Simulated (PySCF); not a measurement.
SMILES F[Si](F)(F)/C=C/[Si](Cl)(Cl)Cl (C2H2Cl3F3Si2) (PBE0/def2-SVP optimised geometry):

```
12

Si     0.388    -1.916     0.000
F     -0.106    -2.736    -1.283
F     -0.106    -2.731     1.286
F      1.990    -1.916     0.000
C     -0.234    -0.186     0.000
C      0.607     0.862     0.015
Si     0.056     2.636     0.028
Cl     0.756     3.561     1.714
Cl     0.806     3.606    -1.610
Cl    -1.990     2.736    -0.001
H     -1.318    -0.006    -0.009
H      1.692     0.686     0.023
```

Method: PBE0/def2-TZVP (PySCF 2.14.0).

**Question.** What are the frontier orbital energies and the dipole moment?

**Answer.** HOMO-2 -9.53 eV, HOMO-1 -9.50 eV, HOMO -9.30 eV, LUMO -2.29 eV, LUMO+1 -0.33 eV; dipole moment 0.93 D.

On the same geometry PBE/def2-TZVP in PySCF gives HOMO-2 -8.11 eV, HOMO-1 -8.10 eV, HOMO -8.04 eV, LUMO -3.19 eV, LUMO+1 -1.34 eV; dipole moment 0.88 D.

Meta-Löwdin charges at PBE0/def2-TZVP: Si1 1.66, F2 -0.48, F3 -0.48, F4 -0.49, C5 -0.38, C6 -0.33, Si7 0.97, Cl8 -0.26, Cl9 -0.26, Cl10 -0.26, H11 0.15, H12 0.15.
